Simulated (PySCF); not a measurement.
Strontium: a sound run and one with changed settings

Sound run: Sr [Kr] 5s2, Sr⁺ [Kr] 5s1. Computed with PySCF 2.14 in Sapporo-DKH3-DZP-2012 (7s6p2d, 35 functions), with scalar relativity by spin-free X2C-1e. In the sound run the correlated levels freeze [Kr]. The sound run starts from symmetry-adapted Hartree-Fock orbitals and uses a fine grid where one is needed.

Changed run: basis STO-3G, all-electron and non-relativistic. This setting is unsound on purpose.

```csv
species,method,sound run (hartree),changed run (hartree),converged
Sr,UHF,-3177.15839,-3099.11673,yes
Sr,BP86,-3179.48492,-3100.82335,yes
Sr,LDA,-3174.92466,-3096.46528,yes
Sr,MP2,-3177.17180,-3099.13044,yes
Sr,CCSD(T),-3177.18267,-3099.13998,yes
Sr⁺,UHF,-3176.98382,-3099.06918,yes
Sr⁺,BP86,-3179.27005,-3100.71078,yes
Sr⁺,LDA,-3174.70823,-3096.34909,yes
```

Ionisation energy of Sr:

```tsv
method	sound run (eV)	changed run (eV)
UHF	4.750	1.294
BP86	5.847	3.063
LDA	5.889	3.162
MP2	5.115	1.667
SCS-MP2	5.188	1.742
CCSD	5.411	1.927
CCSD(T)	5.411	1.927
CCSDT	5.411	1.927
FCI	5.411	1.927
```

A minimal basis cannot let orbitals breathe on ionisation and holds almost no correlation. The Hamiltonian changed with the basis, so the totals do not compare.

For comparison, NIST gives 5.695 eV between the lowest levels.
